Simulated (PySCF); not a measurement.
Cl4V (SMILES [Cl][V]([Cl])([Cl])[Cl]), doublet, at a GFN2-xTB geometry (such geometries of metal compounds can be far from the true shape), with bond 4-1 at 2.4 times its length; CASSCF(9,7)/STO-3G in PySCF.

Input for PySCF:
```python
from pyscf import gto, scf, mcscf
import numpy

mol = gto.Mole()
mol.atom = '''
    V     0.00000000   -0.00000000    0.00000000
    Cl    1.55096514   -0.55164710   -1.20032677
    Cl    0.41931295    0.46401878    1.93893140
    Cl   -1.78013638    4.10576635   -1.97007756
    Cl   -1.22855460   -1.62310766    0.08226102
'''
mol.basis = 'sto-3g'
mol.spin = 1
mol.verbose = 4
mol.build()

mf = scf.ROHF(mol)
mf.kernel()
mc = mcscf.CASSCF(mf, 7, 9)
mc.fix_spin_(ss=0.75)
mc.kernel()
occ = numpy.linalg.eigvalsh(mc.fcisolver.make_rdm1(mc.ci, mc.ncas, mc.nelecas))[::-1]
ss = mc.fcisolver.spin_square(mc.ci, mc.ncas, mc.nelecas)[0]
print('natural occupations', occ.round(4), ' <S^2>', round(ss, 4))
```

Q: Write the output that PySCF gives for this input, abridged.

A: 
```
PySCF version 2.14.0

[INPUT] verbose = 4
[INPUT] num. atoms = 5
[INPUT] num. electrons = 91
[INPUT] charge = 0
[INPUT] spin (= nelec alpha-beta = 2S) = 1
[INPUT] symmetry False subgroup None
[INPUT] Mole.unit = angstrom
[INPUT] Symbol           X                Y                Z      unit          X                Y                Z       unit  Magmom
[...]
nuclear repulsion = 563.11613974572
number of shells = 28
number of NR pGTOs = 162
number of NR cGTOs = 54
basis = sto-3g
ecp = {}

******** <class 'pyscf.scf.rohf.ROHF'> ********
method = ROHF
initial guess = minao
damping factor = 0
level_shift factor = 0
DIIS = <class 'pyscf.scf.diis.CDIIS'>
diis_start_cycle = 1
diis_space = 8
diis_damp = 0
SCF conv_tol = 1e-09
SCF conv_tol_grad = None
SCF max_cycles = 50
direct_scf = True
direct_scf_tol = 1e-13
num. doubly occ = 45  num. singly occ = 1
Set gradient conv threshold to 3.16228e-05
init E= -2749.33966395291
[...]
cycle= 1 E= -2750.95001541757  delta_E= -1.61  |g|= 0.96  |ddm|= 2.23
[...]
cycle= 2 E= -2736.60051947452  delta_E= 14.3  |g|= 3.82  |ddm|= 4.39

WARN: HOMO 0.208253532714538 >= LUMO -0.137338412714797

cycle= 3 E= -2751.00851730776  delta_E= -14.4  |g|= 0.62  |ddm|= 4.52
[...]
cycle= 4 E= -2751.40122540956  delta_E= -0.393  |g|= 0.171  |ddm|= 2.02

WARN: HOMO -0.0426972799738232 >= LUMO -0.0840159308836071

cycle= 5 E= -2750.67156755313  delta_E= 0.73  |g|= 1.02  |ddm|= 2.23
[...]
cycle= 6 E= -2751.5265211426  delta_E= -0.855  |g|= 0.412  |ddm|= 1.57
[...]
cycle= 7 E= -2751.53367051358  delta_E= -0.00715  |g|= 0.387  |ddm|= 0.0393
[...]
cycle= 8 E= -2751.54358971898  delta_E= -0.00992  |g|= 0.349  |ddm|= 0.0517
[...]
cycle= 9 E= -2751.57882813421  delta_E= -0.0352  |g|= 0.155  |ddm|= 0.246
[...]
cycle= 10 E= -2751.58666583901  delta_E= -0.00784  |g|= 0.047  |ddm|= 0.124
[...]
cycle= 11 E= -2751.58744997951  delta_E= -0.000784  |g|= 0.00925  |ddm|= 0.042
[...]
cycle= 12 E= -2751.58749849845  delta_E= -4.85e-05  |g|= 0.00496  |ddm|= 0.017
[...]
cycle= 13 E= -2751.58752789746  delta_E= -2.94e-05  |g|= 0.00283  |ddm|= 0.0129
[...]
cycle= 14 E= -2751.58754739511  delta_E= -1.95e-05  |g|= 0.00217  |ddm|= 0.0103
[...]
cycle= 15 E= -2751.5875686786  delta_E= -2.13e-05  |g|= 0.00171  |ddm|= 0.0138
[...]
cycle= 16 E= -2751.58759346111  delta_E= -2.48e-05  |g|= 0.00103  |ddm|= 0.025
[...]
cycle= 17 E= -2751.58759833068  delta_E= -4.87e-06  |g|= 0.000799  |ddm|= 0.00891
[...]
cycle= 18 E= -2751.58760029984  delta_E= -1.97e-06  |g|= 0.000713  |ddm|= 0.00376
[...]
cycle= 19 E= -2751.58760205333  delta_E= -1.75e-06  |g|= 0.00065  |ddm|= 0.00318
[...]
cycle= 20 E= -2751.58760557458  delta_E= -3.52e-06  |g|= 0.000508  |ddm|= 0.00727
[...]
cycle= 21 E= -2751.58760895494  delta_E= -3.38e-06  |g|= 0.000278  |ddm|= 0.0109
[...]
cycle= 22 E= -2751.58760989313  delta_E= -9.38e-07  |g|= 9.89e-05  |ddm|= 0.00797
[...]
cycle= 23 E= -2751.58760992299  delta_E= -2.99e-08  |g|= 5.83e-05  |ddm|= 0.00115
[...]
cycle= 24 E= -2751.58760992548  delta_E= -2.5e-09  |g|= 4.32e-05  |ddm|= 0.000431
[...]
cycle= 25 E= -2751.58760992742  delta_E= -1.93e-09  |g|= 3.29e-05  |ddm|= 0.000263
[...]
cycle= 26 E= -2751.58760992856  delta_E= -1.14e-09  |g|= 2.78e-05  |ddm|= 0.000204
[...]
cycle= 27 E= -2751.5876099304  delta_E= -1.84e-09  |g|= 2.19e-05  |ddm|= 0.000131
[...]
cycle= 28 E= -2751.58760993192  delta_E= -1.52e-09  |g|= 1.73e-05  |ddm|= 0.000118
[...]
cycle= 29 E= -2751.58760993339  delta_E= -1.48e-09  |g|= 1.14e-05  |ddm|= 0.000153
[...]
cycle= 30 E= -2751.58760993394  delta_E= -5.45e-10  |g|= 7.91e-06  |ddm|= 0.000116
[...]
Extra cycle  E= -2751.58760993403  delta_E= -9.32e-11  |g|= 7.43e-06  |ddm|= 2.72e-05
converged SCF energy = -2751.58760993403

******** <class 'pyscf.mcscf.mc1step.CASSCF'> ********
CAS (5e+4e, 7o), ncore = 41, nvir = 6
max_cycle_macro = 50
max_cycle_micro = 4
conv_tol = 1e-07
conv_tol_grad = None
orbital rotation max_stepsize = 0.02
orbital rotation threshold for CI restart = 0.01
augmented hessian ah_max_cycle = 30
augmented hessian ah_conv_tol = 1e-12
augmented hessian ah_linear dependence = 1e-14
augmented hessian ah_level shift = 1e-08
augmented hessian ah_start_tol = 2.5
augmented hessian ah_start_cycle = 3
augmented hessian ah_grad_trust_region = 3
kf_trust_region = 3
kf_interval = 4
ci_response_space = 4
ci_grad_trust_region = 3
with_dep4 0
natorb = False
canonicalization = True
sorting_mo_energy = False
ao2mo_level = 2
internal_rotation = False
******** <class 'pyscf.fci.addons.SpinPenaltyFCISolver'> ********
max. cycles = 50
conv_tol = 1e-08
davidson only = True
linear dependence = 1e-12
level shift = 0.001
max iter space = 12
nroots = 1
pspace_size = 400
spin = None
CASCI E = -2751.59162928369  S^2 = 0.7500000
Set conv_tol_grad to 0.000316228
macro iter   1 ( 21 JK    4 micro), CASSCF E = -2751.59542414199  dE = -3.79485831e-03  S^2 = 0.7500000
               |grad[o]|=0.0121  |grad[c]|=0.0171  |ddm|=0.031  |maxRot[o]|=0.195
macro iter   2 ( 21 JK    4 micro), CASSCF E = -2751.59720582140  dE = -1.78167940e-03  S^2 = 0.7500000
               |grad[o]|=0.00975  |grad[c]|=0.0286  |ddm|=0.0151  |maxRot[o]|=0.314
macro iter   3 (  7 JK    2 micro), CASSCF E = -2751.59786847248  dE = -6.62651086e-04  S^2 = 0.7500000
               |grad[o]|=0.00958  |grad[c]|=0.00336  |ddm|=0.0044  |maxRot[o]|=0.0698
macro iter   4 ( 21 JK    4 micro), CASSCF E = -2751.60194255106  dE = -4.07407857e-03  S^2 = 0.7500000
               |grad[o]|=0.00956  |grad[c]|=0.0561  |ddm|=0.0183  |maxRot[o]|=0.314
macro iter   5 ( 21 JK    4 micro), CASSCF E = -2751.60728959970  dE = -5.34704865e-03  S^2 = 0.7500000
               |grad[o]|=0.0151  |grad[c]|=0.0941  |ddm|=0.0419  |maxRot[o]|=0.314
macro iter   6 ( 21 JK    4 micro), CASSCF E = -2751.61222039998  dE = -4.93080028e-03  S^2 = 0.7500000
               |grad[o]|=0.0183  |grad[c]|=0.0481  |ddm|=0.0612  |maxRot[o]|=0.291
macro iter   7 ( 17 JK    4 micro), CASSCF E = -2751.61385775910  dE = -1.63735912e-03  S^2 = 0.7500000
[...]
               |grad[o]|=0.00713  |grad[c]|=0.0026  |ddm|=0.00372  |maxRot[o]|=0.0699
macro iter  22 ( 21 JK    4 micro), CASSCF E = -2751.61610320698  dE = -9.94672164e-05  S^2 = 0.7500000
               |grad[o]|=0.0112  |grad[c]|=0.00847  |ddm|=0.00223  |maxRot[o]|=0.066
macro iter  23 (  7 JK    2 micro), CASSCF E = -2751.61670323554  dE = -6.00028558e-04  S^2 = 0.7500000
               |grad[o]|=0.00974  |grad[c]|=0.00444  |ddm|=0.014  |maxRot[o]|=0.0683
macro iter  24 ( 20 JK    4 micro), CASSCF E = -2751.61671572646  dE = -1.24909166e-05  S^2 = 0.7500000
               |grad[o]|=0.0183  |grad[c]|=0.0182  |ddm|=0.0153  |maxRot[o]|=0.129
macro iter  25 (  7 JK    2 micro), CASSCF E = -2751.61747023091  dE = -7.54504458e-04  S^2 = 0.7500000
               |grad[o]|=0.0074  |grad[c]|=0.0117  |ddm|=0.0123  |maxRot[o]|=0.0675
macro iter  26 ( 21 JK    4 micro), CASSCF E = -2751.61743016460  dE =  4.00663098e-05  S^2 = 0.7500000
               |grad[o]|=0.00495  |grad[c]|=0.012  |ddm|=0.00505  |maxRot[o]|=0.0808
macro iter  27 ( 21 JK    4 micro), CASSCF E = -2751.61753057085  dE = -1.00406245e-04  S^2 = 0.7500000
               |grad[o]|=0.00255  |grad[c]|=0.00132  |ddm|=0.00425  |maxRot[o]|=0.0765
macro iter  28 ( 21 JK    4 micro), CASSCF E = -2751.61758951871  dE = -5.89478618e-05  S^2 = 0.7500000
               |grad[o]|=0.00149  |grad[c]|=0.00441  |ddm|=0.00289  |maxRot[o]|=0.0663
macro iter  29 ( 21 JK    4 micro), CASSCF E = -2751.61747331011  dE =  1.16208605e-04  S^2 = 0.7500000
               |grad[o]|=0.00115  |grad[c]|=0.00515  |ddm|=0.0226  |maxRot[o]|=0.203
macro iter  30 ( 21 JK    4 micro), CASSCF E = -2751.61770610888  dE = -2.32798779e-04  S^2 = 0.7500000
               |grad[o]|=0.00261  |grad[c]|=0.00264  |ddm|=0.00282  |maxRot[o]|=0.0512
macro iter  31 ( 21 JK    4 micro), CASSCF E = -2751.61792282329  dE = -2.16714405e-04  S^2 = 0.7500000
               |grad[o]|=0.00198  |grad[c]|=0.00434  |ddm|=0.00791  |maxRot[o]|=0.0795
macro iter  32 ( 17 JK    4 micro), CASSCF E = -2751.61828189191  dE = -3.59068620e-04  S^2 = 0.7500000
               |grad[o]|=0.00276  |grad[c]|=0.0079  |ddm|=0.0234  |maxRot[o]|=0.104
macro iter  33 ( 21 JK    4 micro), CASSCF E = -2751.61865461268  dE = -3.72720771e-04  S^2 = 0.7500000
               |grad[o]|=0.00342  |grad[c]|=0.0043  |ddm|=0.0071  |maxRot[o]|=0.0646
macro iter  34 ( 21 JK    4 micro), CASSCF E = -2751.61895872263  dE = -3.04109946e-04  S^2 = 0.7500000
               |grad[o]|=0.00378  |grad[c]|=0.00725  |ddm|=0.0193  |maxRot[o]|=0.141
macro iter  35 ( 21 JK    4 micro), CASSCF E = -2751.61933091937  dE = -3.72196742e-04  S^2 = 0.7500000
               |grad[o]|=0.00559  |grad[c]|=0.0124  |ddm|=0.0113  |maxRot[o]|=0.0626
macro iter  36 ( 21 JK    4 micro), CASSCF E = -2751.61948365916  dE = -1.52739787e-04  S^2 = 0.7500000
               |grad[o]|=0.00567  |grad[c]|=0.0102  |ddm|=0.0124  |maxRot[o]|=0.0571
macro iter  37 ( 21 JK    4 micro), CASSCF E = -2751.61965198340  dE = -1.68324244e-04  S^2 = 0.7500000
               |grad[o]|=0.00558  |grad[c]|=0.0127  |ddm|=0.0111  |maxRot[o]|=0.0354
macro iter  38 ( 17 JK    4 micro), CASSCF E = -2751.62041865690  dE = -7.66673500e-04  S^2 = 0.7500000
               |grad[o]|=0.00528  |grad[c]|=0.0124  |ddm|=0.0106  |maxRot[o]|=0.084
macro iter  39 (  7 JK    2 micro), CASSCF E = -2751.62098887217  dE = -5.70215268e-04  S^2 = 0.7500000
               |grad[o]|=0.00455  |grad[c]|=0.00652  |ddm|=0.00715  |maxRot[o]|=0.0697
macro iter  40 (  7 JK    2 micro), CASSCF E = -2751.62143405744  dE = -4.45185276e-04  S^2 = 0.7500000
               |grad[o]|=0.00393  |grad[c]|=0.00547  |ddm|=0.00611  |maxRot[o]|=0.0698
macro iter  41 (  7 JK    2 micro), CASSCF E = -2751.62176766551  dE = -3.33608069e-04  S^2 = 0.7500000
               |grad[o]|=0.00326  |grad[c]|=0.00484  |ddm|=0.00537  |maxRot[o]|=0.0699
macro iter  42 (  7 JK    2 micro), CASSCF E = -2751.62200309945  dE = -2.35433941e-04  S^2 = 0.7500000
               |grad[o]|=0.00258  |grad[c]|=0.00459  |ddm|=0.00503  |maxRot[o]|=0.0699
macro iter  43 (  7 JK    2 micro), CASSCF E = -2751.62215398294  dE = -1.50883487e-04  S^2 = 0.7500000
               |grad[o]|=0.00194  |grad[c]|=0.00462  |ddm|=0.00529  |maxRot[o]|=0.0699
macro iter  44 (  7 JK    2 micro), CASSCF E = -2751.62223165498  dE = -7.76720412e-05  S^2 = 0.7500000
               |grad[o]|=0.00134  |grad[c]|=0.00404  |ddm|=0.00616  |maxRot[o]|=0.0651
macro iter  45 ( 17 JK    4 micro), CASSCF E = -2751.62208501700  dE =  1.46637980e-04  S^2 = 0.7500000
               |grad[o]|=0.000827  |grad[c]|=0.0126  |ddm|=0.00775  |maxRot[o]|=0.088
macro iter  46 ( 21 JK    4 micro), CASSCF E = -2751.62213883972  dE = -5.38227205e-05  S^2 = 0.7500000
               |grad[o]|=0.00144  |grad[c]|=0.00226  |ddm|=0.00216  |maxRot[o]|=0.0349
macro iter  47 ( 21 JK    4 micro), CASSCF E = -2751.62212045593  dE =  1.83837947e-05  S^2 = 0.7500000
               |grad[o]|=0.00116  |grad[c]|=0.0029  |ddm|=0.00127  |maxRot[o]|=0.0258
macro iter  48 ( 21 JK    4 micro), CASSCF E = -2751.62218050471  dE = -6.00487779e-05  S^2 = 0.7500000
               |grad[o]|=0.00107  |grad[c]|=0.000994  |ddm|=0.00119  |maxRot[o]|=0.0348
macro iter  49 ( 21 JK    4 micro), CASSCF E = -2751.62218455512  dE = -4.05041510e-06  S^2 = 0.7500000
               |grad[o]|=0.000696  |grad[c]|=0.00219  |ddm|=0.00107  |maxRot[o]|=0.00865
macro iter  50 (  7 JK    2 micro), CASSCF E = -2751.62223396615  dE = -4.94110341e-05  S^2 = 0.7500000
               |grad[o]|=0.000685  |grad[c]|=0.00211  |ddm|=0.00165  |maxRot[o]|=0.0445
1-step CASSCF not converged,  50 macro (746 JK 161 micro) steps
CASSCF canonicalization
Density matrix diagonal elements [1.98497042 1.99490909 1.99553917 1.98295302 1.         0.02176306
 0.01986525]
CASSCF energy = -2751.62223396615
CASCI E = -2751.62223396615  E(CI) = -24.8979585351062  S^2 = 0.7500000
natural occupations [1.9956 1.9954 1.9868 1.9836 1.     0.0207 0.0179]  <S^2> 0.75
```

Convergence was not reached.
